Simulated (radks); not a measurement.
Q: All-electron atom: In5+ in [Kr] 4d8. Calculated with a radial shooting solver on a logarithmic mesh with Libxc functionals: scalar-relativistic Kohn-Sham, LDA (Slater exchange, Perdew-Wang correlation), spin-polarised, spherical densities, finite nucleus; open shells are filled with parallel spins first (spin-orbit coupling, left out, can overturn this in heavy ions); Fermi nuclear charge, rms radius 4.6156 fm. Some entries of the table are withheld. Estimate them.

orbital,occ.,eigenvalue (hartree),<r> (bohr)
1s up,1,-1021.285,0.02974
1s down,1,-1021.285,0.02974
2s up,1,-155.1834,0.1286
2s down,1,-155.1642,0.1286
2p up,3,-139.6446,0.1122
2p down,3,-139.6293,0.1122
3s up,1,-31.52401,0.3491
3s down,1,-31.51074,0.3491
3p up,3,-26.43529,0.3475
3p down,3,-26.42096,0.3474
3d up,5,(1),(2)
3d down,5,(3),(4)
4s up,1,-6.92080,0.8384
4s down,1,-6.85589,0.8382
4p up,3,-5.37514,0.9028
4p down,3,-5.30999,0.9032
4d up,5,-3.10413,1.072
4d down,3,-3.04204,1.076

A: 
(1) 3d up eigenvalue (hartree): -18.51321
(2) 3d up <r> (bohr): 0.3244
(3) 3d down eigenvalue (hartree): -18.49436
(4) 3d down <r> (bohr): 0.3243
